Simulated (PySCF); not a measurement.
I3Si, SMILES I[Si](I)I (connectivity only; charge and spin as stated), charge +1, multiplicity 1.

Coordinates come from a B3LYP-D3(BJ)/def2-SVP optimisation. The multiplicity is an assumed one; other spin states were not compared. The isomer is the one that the SMILES or the coordinates give; other isomers of the formula were not compared. The def2 effective core potentials stand for the cores of I; spin–orbit coupling is left out.

These are CAM-B3LYP/def2-TZVP run with PySCF values and carry that method's errors.

Isolated molecule, no solvent.

Computed frontier levels, gap, dipole moment and polarisability:
| Item | Result |
|---|---|
| highest occupied level | -13.72 eV |
| lowest empty level | -6.98 eV |
| orbital gap | 6.74 eV |
| dipole moment about the centre of nuclear charge | 0.000 e·Å |
| mean static polarisability | 117.0 bohr³ (17.33 Å³) |
| polarisability, principal values | 70.5, 140.2, 140.2 bohr³ |
